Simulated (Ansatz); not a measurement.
System: NbO, net charge 0, quartet state. SMILES: [O]=[Nb]
Geometry: optimised at B3LYP-D3(BJ)/def2-TZVP (Ansatz, a first-principles code).

Quantity: size of the dipole moment, in D. Terms: LANL2DZ with its own core potentials from Na on; six Cartesian d functions in 6-31G* and its kin unless marked 5d; UHF or UKS for open shells; def2 sets with scalar-relativistic core potentials past Kr; no spin-orbit coupling. First-principles rows: single points at B3LYP-D3(BJ) geometries (Ansatz).

```json
[
 {"level": "SVWN5/6-31G* with LANL2DZ past Ar", "program": "Ansatz", "size of the dipole moment (D)": "2.85"},
 {"level": "PBE/LANL2DZ", "program": "Ansatz", "size of the dipole moment (D)": "3.29"},
 {"level": "PBE/6-31G* with LANL2DZ past Ar", "program": "Ansatz", "size of the dipole moment (D)": "2.90"},
 {"level": "BLYP/6-31G* with LANL2DZ past Ar", "program": "Ansatz", "size of the dipole moment (D)": "2.85"},
 {"level": "B3LYP/LANL2DZ", "program": "Ansatz", "size of the dipole moment (D)": "3.66"},
 {"level": "B3LYP/def2-SVP", "program": "Ansatz", "size of the dipole moment (D)": "3.61"},
 {"level": "B3LYP/6-31G* with LANL2DZ past Ar", "program": "Ansatz", "size of the dipole moment (D)": "3.23"}
]
```

No value to compare with is used here. The 7 habitual levels span 2.85 (SVWN5/6-31G* with LANL2DZ past Ar) to 3.66 D (B3LYP/LANL2DZ).

The levels are drawn from those run, B3LYP/6-31G* more often than the rest, none by its result; runs whose electronic state is in doubt are left out.
